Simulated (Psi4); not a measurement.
CH₃O₃Re (SMILES [CH3][Re](=[O])(=[O])=[O]), singlet, at a GFN2-xTB geometry (such geometries of metal compounds can be far from the true shape) (core potentials on Re); Psi4 1.11 with HF/def2-SVP.

Psi4 was given this input:
```
memory 2 GB

molecule {
0 1
Re    0.06874118   -0.12694771   -0.06206747
O     1.20409994    0.71141375   -0.92250863
O     0.49430691   -0.80148520    1.38573825
O    -1.28320559   -0.67670116   -0.83812129
C    -0.89001532    1.64363512    0.80360865
H    -0.15488768    2.19502798    1.39106321
H    -1.71349648    1.32519993    1.44394246
H    -1.26872215    2.27322082   -0.00246365
}

set {
  basis def2-svp
  scf_type pk
  puream true
  d_convergence 1e-8
}

energy('scf')
print_variables()
```

The log (banner, timings and long lists left out):

```
   => Loading Basis Set <=

    Name: DEF2-SVP
    Role: ORBITAL
    Keyword: BASIS

    !!!  WARNING: ECP capability is in beta. Please check occupations closely.  !!!

         ---------------------------------------------------------
                                   SCF
               by Justin Turney, Rob Parrish, Andy Simmonett
                          and Daniel G. A. Smith
                              RHF Reference
         ---------------------------------------------------------

  ==> Geometry <==

    Molecular point group: c1
    Full point group: C1

    Geometry (in Angstrom), charge = 0, multiplicity = 1:

       Center              X                  Y                   Z               Mass
    ------------   -----------------  -----------------  -----------------  -----------------
         RE           0.046134603994    -0.085199042292    -0.041655647726   186.955750100000
         O            1.181493363994     0.753162417708    -0.902096807726    15.994914619570
         O            0.471700333994    -0.759736532292     1.406150072274    15.994914619570
         O           -1.305812166006    -0.634952492292    -0.817709467726    15.994914619570
         C           -0.912621896006     1.685383787708     0.824020472274    12.000000000000
         H           -0.177494256006     2.236776647708     1.411475032274     1.007825032230
         H           -1.736103056006     1.366948597708     1.464354282274     1.007825032230
         H           -1.291328726006     2.314969487708     0.017948172274     1.007825032230

  Running in c1 symmetry.

  Rotational constants: A =      0.12665  B =      0.11850  C =      0.11850 [cm^-1]
  Rotational constants: A =   3796.89939  B =   3552.64794  C =   3552.64793 [MHz]
  Nuclear repulsion =  229.098608999534321

  Charge       = 0
  Multiplicity = 1
  Electrons    = 48
  Nalpha       = 24
  Nbeta        = 24

  ==> Algorithm <==

  SCF Algorithm Type is PK.
  DIIS enabled.
  MOM disabled.
  Fractional occupation disabled.
  Guess Type is SAD.
  Energy threshold   = 1.00e-06
  Density threshold  = 1.00e-08
  Integral threshold = 1.00e-12

  ==> Primary Basis <==

  Basis Set: DEF2-SVP
    Blend: DEF2-SVP
    Number of shells: 45
    Number of basis functions: 103
    Number of Cartesian functions: 112
    Spherical Harmonics?: true
    Max angular momentum: 3

  Core potential: DEF2-SVP
    Number of shells: 4
    Number of ECP primitives: 10
    Number of ECP core electrons: 60
    Max angular momentum: 3

  ==> Integral Setup <==

  Using in-core PK algorithm.
   Calculation information:
      Number of atoms:                   8
      Number of AO shells:              45
      Number of primitives:             82
      Number of atomic orbitals:       112
      Number of basis functions:       103

      Integral cutoff                 1.00e-12
      Number of threads:                 1

  Performing in-core PK
  Using 28692092 doubles for integral storage.
  We computed 492129 shell quartets total.
  Whereas there are 536130 unique shell quartets.

  ==> DiskJK: Disk-Based J/K Matrices <==

    J tasked:                  Yes
    K tasked:                  Yes
    wK tasked:                  No
    Schwarz Cutoff:          1E-12

  Minimum eigenvalue in the overlap matrix is 7.2110534738E-03.
  Reciprocal condition number of the overlap matrix is 1.3260695571E-03.
    Using symmetric orthogonalization.

  ==> Pre-Iterations <==

  SCF Guess: Superposition of Atomic Densities via on-the-fly atomic UHF (no occupation information).

 WARNING: Atomic UHF is not converging! Try casting from a smaller basis or call Rob at CCMST.
   -------------------------
    Irrep   Nso     Nmo
   -------------------------
     A        103     103
   -------------------------
    Total     103     103
   -------------------------

  ==> Iterations <==

                        Total Energy        Delta E     RMS |[F,P]|

   @RHF iter SAD:  -339.51129455643411   -3.39511e+02   0.00000e+00
   @RHF iter   1:  -340.62645715203536   -1.11516e+00   1.36135e-02 DIIS/ADIIS
   @RHF iter   2:  -339.83388438536349    7.92573e-01   2.03974e-02 DIIS/ADIIS
   @RHF iter   3:  -341.46331575726686   -1.62943e+00   9.12042e-04 DIIS/ADIIS
   @RHF iter   4:  -341.46931989474535   -6.00414e-03   3.74205e-04 DIIS/ADIIS
   @RHF iter   5:  -341.47065702097439   -1.33713e-03   1.99517e-04 DIIS/ADIIS
   @RHF iter   6:  -341.47101707923531   -3.60058e-04   9.80812e-05 DIIS
   @RHF iter   7:  -341.47113678783148   -1.19709e-04   5.60151e-05 DIIS
   @RHF iter   8:  -341.47117443212721   -3.76443e-05   2.26150e-05 DIIS
   @RHF iter   9:  -341.47118413647115   -9.70434e-06   7.92748e-06 DIIS
   @RHF iter  10:  -341.47118582808184   -1.69161e-06   2.86461e-06 DIIS
   @RHF iter  11:  -341.47118603084897   -2.02767e-07   1.10603e-06 DIIS
   @RHF iter  12:  -341.47118606187462   -3.10256e-08   4.56352e-07 DIIS
   @RHF iter  13:  -341.47118606628078   -4.40616e-09   2.96441e-07 DIIS
   @RHF iter  14:  -341.47118606723575   -9.54969e-10   1.28037e-07 DIIS
   @RHF iter  15:  -341.47118606755458   -3.18835e-10   5.06649e-08 DIIS
   @RHF iter  16:  -341.47118606758926   -3.46745e-11   1.56731e-08 DIIS
   @RHF iter  17:  -341.47118606759165   -2.38742e-12   5.89379e-09 DIIS
  Energy and wave function converged.

  ==> Post-Iterations <==

    Orbital Energies [Eh]
    ---------------------

    Doubly Occupied:

[...]
    Virtual:

[...]
     103A    505.930072

    Final Occupation by Irrep:
              A
    DOCC [    24 ]
    NA   [    24 ]
    NB   [    24 ]

  @RHF Final Energy:  -341.47118606759165

   => Energetics <=

    Nuclear Repulsion Energy =            229.0986089995343207
    One-Electron Energy =                -949.4869768262602747
    Two-Electron Energy =                 378.9171817591342801
    Total Energy =                       -341.4711860675916455

Computation Completed

Properties will be evaluated at   0.000000,   0.000000,   0.000000 [a0]

Properties computed using the SCF density matrix

 Multipole Moments:

 ------------------------------------------------------------------------------------
     Multipole            Electronic (a.u.)      Nuclear  (a.u.)        Total (a.u.)
 ------------------------------------------------------------------------------------

 L = 1.  Multiply by 2.5417464519 to convert [e a0] to [Debye]
 Dipole X            :          9.5358065           -9.8446910           -0.3088845
 Dipole Y            :        -17.6102410           18.1806752            0.5704342
 Dipole Z            :         -8.6100267            8.8889239            0.2788972
 Magnitude           :                                                    0.7061079

 ------------------------------------------------------------------------------------

  Variable Map:
  ----------------------------------------------------------------------------
[...]
  Array Variable Map:
  ----------------------------------------------------------------------------
[...]
[...]
```
